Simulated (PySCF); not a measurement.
Ionisation energy of Ti by level of theory

Ti [Ar] 3d2 4s2 (3F) → Ti⁺ [Ar] 3d2 4s1 (4F), as a difference of total energies. Computed with PySCF 2.14 in aug-cc-pVDZ, with the non-relativistic Hamiltonian (point nucleus). Correlated levels: valence: [Ar] frozen. The calculations carry no spin-orbit coupling.

| method | ionisation energy (eV) |
| --- | --- |
| UHF | 5.531 |
| MP2 (valence) | 6.273 |
| SCS-MP2 (valence) | 6.425 |
| CCSD (valence) | 6.550 |
| CCSD(T) (valence) | 6.585 |

Problem. How much does correlation contribute at CCSD(T) (valence)?

Solution. 6.585 − (5.531) = 1.054 eV, measured against UHF.

These non-relativistic numbers lack the scalar-relativistic shift.

Errors of the correlated levels include the incompleteness of this basis and the frozen core.

For comparison: 6.828 eV (measured; NIST levels, between the centres of gravity of the two terms).
